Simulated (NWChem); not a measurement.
A series in which one site is exchanged, each optimised at PBE0/def2-SVP with NWChem, gas phase unless a solvent is named. Some are not confirmed as minima by frequencies. def2 effective core potentials on I; no spin-orbit coupling.

A: FB(F)I (BIF2; site = F)
B: IB(I)F (BI2F; site = I)
C: FB(I)Cl (BIClF; site = Cl)
D: B(F)I (BHIF; site = H)

Values for A:

```
Quantity                                                   Result
---------------------------------------------------------  ------
orbital gap (eV), PBE0/def2-SVP                              7.56
vertical ionisation energy, ΔSCF, PBE/def2-SVP (eV)         10.45
vertical ionisation energy, ΔSCF, CAM-B3LYP/def2-SVP (eV)   10.64
static polarisability, CAM-B3LYP/def2-SVPD (bohr³)           47.5
lowest singlet excitation, CAM-B3LYP/def2-SVPD, TDA (eV)     6.01
```

**Question.** How do these values change for the other members?

**Answer.** 
```json
[
 {"change from A": "orbital gap (eV), PBE0/def2-SVP", "B": "-1.52", "C": "-0.82", "D": "-1.12"},
 {"change from A": "vertical ionisation energy, ΔSCF, PBE/def2-SVP (eV)", "B": "-1.11", "C": "-0.41", "D": "-0.24"},
 {"change from A": "vertical ionisation energy, ΔSCF, CAM-B3LYP/def2-SVP (eV)", "B": "-0.75", "C": "-0.25", "D": "-0.28"},
 {"change from A": "static polarisability, CAM-B3LYP/def2-SVPD (bohr³)", "B": "+35.7", "C": "+14.0", "D": "+1.8"},
 {"change from A": "lowest singlet excitation, CAM-B3LYP/def2-SVPD, TDA (eV)", "B": "-1.26", "C": "-0.70", "D": "-0.97"}
]
```
